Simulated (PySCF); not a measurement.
This PySCF input asks for the NMR shieldings of SMILES CO[SiH2]CCCF, C4H11FOSi; the geometry comes from GFN2-xTB.

```python
import basis_set_exchange as bse
import numpy as np
from pyscf import gto, dft
from pyscf.prop import nmr

atoms = """
C     3.544718   -0.435600   -0.377640
O     2.227380    0.009764   -0.483477
Si    0.878637   -0.735839    0.017016
C    -0.477825    0.471043   -0.517471
C    -1.852456   -0.011538   -0.081358
C    -2.945242    0.938745   -0.547722
F    -4.177567    0.518696   -0.102548
H     3.696538   -1.334533   -0.979229
H     3.796859   -0.665942    0.659633
H     4.200466    0.356132   -0.741049
H     0.712871   -2.047579   -0.623283
H     0.896248   -0.940968    1.470713
H    -0.468846    0.590869   -1.601828
H    -0.294728    1.460699   -0.096882
H    -1.895268   -0.089053    1.006107
H    -2.049607   -1.004335   -0.488648
H    -3.005171    0.978361   -1.640577
H    -2.795766    1.947394   -0.148175
"""
names = dict.fromkeys(["C", "O", "Si", "F", "H"], "pcSseg-1")
basis = {el: gto.basis.parse(bse.get_basis(n, elements=[el], fmt="nwchem")) for el, n in names.items()}
mol = gto.M(atom=atoms, basis=basis, charge=0, verbose=0)
mf = dft.RKS(mol, xc="PBE0")
mf.grids.level = 2
mf.grids.alignment = dft.numint.BLKSIZE   # the property module wants whole blocks of grid points
mf.conv_tol = 1e-9
mf.kernel()

calc = nmr.RKS(mf)   # GIAO
C = mf.mo_coeff
Co = C[:, mf.mo_occ > 0]
resp = mf.gen_response(singlet=True, hermi=2)
def vind(x):   # induced exchange potential for any number of trial vectors
    d = np.einsum("pi,xij,qj->xpq", C, 2 * x.reshape(-1, C.shape[1], Co.shape[1]), Co, optimize=True)
    return np.einsum("xpq,pi,qj->xij", resp(d - d.transpose(0, 2, 1)), C, Co, optimize=True).ravel()
mo1, _ = nmr.rhf.solve_mo1(calc, with_cphf=vind)
sigma = calc.kernel(mo1)
for i, s in enumerate(sigma):   # ppm
    w = np.linalg.eigvalsh((s + s.T) / 2)
    print("%2d %-2s iso %8.1f  s11 %8.1f  s22 %8.1f  s33 %8.1f" % (i, mol.atom_pure_symbol(i), w.mean(), *w))
```

Problem. Give the expected output.

Solution. 
```
 0 C  iso    132.7  s11    105.5  s22    106.9  s33    185.6
 1 O  iso    338.5  s11    297.4  s22    358.8  s33    359.3
 2 Si iso    362.8  s11    311.9  s22    338.6  s33    438.0
 3 C  iso    177.1  s11    165.7  s22    172.5  s33    193.1
 4 C  iso    161.7  s11    147.2  s22    164.5  s33    173.3
 5 C  iso     96.9  s11     54.1  s22     80.1  s33    156.4
 6 F  iso    409.6  s11    382.4  s22    389.7  s33    456.6
 7 H  iso     28.0  s11     23.8  s22     25.7  s33     34.5
 8 H  iso     28.1  s11     24.0  s22     25.7  s33     34.5
 9 H  iso     27.7  s11     23.3  s22     25.5  s33     34.4
10 H  iso     26.8  s11     23.5  s22     25.9  s33     31.0
11 H  iso     26.8  s11     23.5  s22     26.0  s33     31.0
12 H  iso     31.1  s11     26.2  s22     30.6  s33     36.5
13 H  iso     31.1  s11     26.2  s22     30.6  s33     36.5
14 H  iso     30.2  s11     25.5  s22     30.1  s33     35.0
15 H  iso     30.2  s11     25.5  s22     30.1  s33     35.0
16 H  iso     27.1  s11     22.6  s22     29.0  s33     29.6
17 H  iso     27.1  s11     22.5  s22     29.1  s33     29.7
```

These numbers come from an equivalent density-fitted implementation of the same equations, which agrees with the script to about 0.01 ppm for H and up to a few tenths of a ppm for heavy atoms, so last digits may differ.

Problem. Turn these shieldings into chemical shifts. Scale: TMS for 13C (σref 186.93) and 29Si (σref 349.16) and 1H (σref 31.72); H2O for 17O (σref 336.08); CFCl3 for 19F (σref 170.95) (reference shieldings calculated alike).

Solution. Averaging equivalent atoms: C 5: 90.0; C 0: 54.2; C 4: 25.3; C 3: 9.9; O 1: -2.4; Si 2: -13.7; F 6: -238.6; H 10/11: 4.88; H 16/17: 4.65; H 7/8/9: 3.80; H 14/15: 1.52; H 12/13: 0.62 ppm. Unscaled 19F shifts against computed CFCl3 carry errors that often reach 10 to 50 ppm. Experimental scales use liquid or dissolved standards, which lie at an offset from isolated H2O (liquid H2O: subtract about 36 ppm).

Size and cost of the density-fitted run: 181 basis functions, 34 s wall time on 1 thread of an INTEL XEON PLATINUM 8581C, shared host; peak memory 0.81 GiB.
